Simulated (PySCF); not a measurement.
CH$_{4}$AlClO$_{2}$ (SMILES C[O][Al]([OH])[Cl]), singlet, geometry from GFN2-xTB (such geometries of metal compounds can be far from the true shape), atoms displaced at random by about 0.08 Å a coordinate. Base run: B3LYP/6-31G, gradient (PySCF).

Input for PySCF:
```python
from pyscf import gto, scf, dft

mol = gto.Mole()
mol.atom = '''
    Al    0.192026    0.460774    0.279731
    Cl   -0.261124   -0.902655    1.821717
    O     0.849498    1.925548    0.385401
    H     1.298248    2.682628    0.751772
    O     0.059636   -0.156607   -1.294612
    C    -0.403039   -0.458233   -2.608485
    H     0.347316   -1.414995   -2.941724
    H    -1.319273   -0.575423   -2.881705
    H     0.022027    0.286920   -3.372638
'''
mol.basis = '6-31g'
mol.charge = 0
mol.spin = 0
mol.verbose = 4
mol.build()

mf = dft.RKS(mol)
mf.xc = 'b3lyp'
mf.kernel()
g = mf.nuc_grad_method()
grad = g.kernel()
```

The coordinate followed is z of atom 1.

Variants of this job, named by their change:

```tsv
change	dE/dx (Eh/bohr)	net force (Eh/bohr)
base	0.040086	0.000050
grids.level = 0; grid_response = on	0.031754	0.000000
conv_tol = 1e-4	0.040088	0.000050
finite difference step (bohr) = 1e-5; conv_tol = 1e-11	0.040094	-
density fitting = on; auxbasis_response = off	0.040065	0.000679
finite difference step (bohr) = 1e-3; conv_tol = 1e-11	0.040094	-
grids.level = 1; grid_response = off	0.040164	0.000943
grid_response = on	0.040094	0.000000
finite difference step (bohr) = 0.05; conv_tol = 1e-11	0.039862	-
finite difference step (bohr) = 1e-4; conv_tol = 1e-11	0.040094	-
density fitting = on	0.040083	0.000050
finite difference step (bohr) = 0.2; conv_tol = 1e-11	0.036355	-
```

The net force is zero for an exact gradient.
